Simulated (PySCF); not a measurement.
Cl3H3SiSn, SMILES [SiH3][Sn]([Cl])([Cl])[Cl]. Atoms are numbered in the order given.

```xyz
8

Si     0.0000     0.0000     2.5827
Sn     0.0000     0.0000     0.0092
Cl     1.8785     1.0845    -0.8957
Cl    -1.8785     1.0845    -0.8957
Cl     0.0000    -2.1691    -0.8957
H      1.2317    -0.7111     3.0208
H     -1.2317    -0.7111     3.0208
H      0.0000     1.4222     3.0208
```

Coordinates come from a r2SCAN-D4/def2-SVP optimisation. The structure was generated by enumeration; whether it is a known compound was not checked. The def2 effective core potentials stand for the cores of Sn; spin–orbit coupling is left out.

Calculation: PBE0/def2-TZVP run with PySCF.

Symmetry labels are those of the subgroup Cs that the program uses (full group C3v).

Computed valence orbital energies around the gap with their symmetry:
| orbital | symmetry | energy (eV) |
|---|---|---|
| HOMO−7 | A' | -10.81 |
| HOMO−6 | A' | -10.39 |
| HOMO−5 | A' | -9.51 |
| HOMO−4 | A" | -9.51 |
| HOMO−3 | A" | -9.23 |
| HOMO−2 | A' | -9.23 |
| HOMO−1 | A" | -9.10 |
| HOMO | A' | -8.72 |
| LUMO | A' | -2.47 |
| LUMO+1 | A' | -1.21 |
| LUMO+2 | A" | -1.21 |
| LUMO+3 | A' | 0.25 |
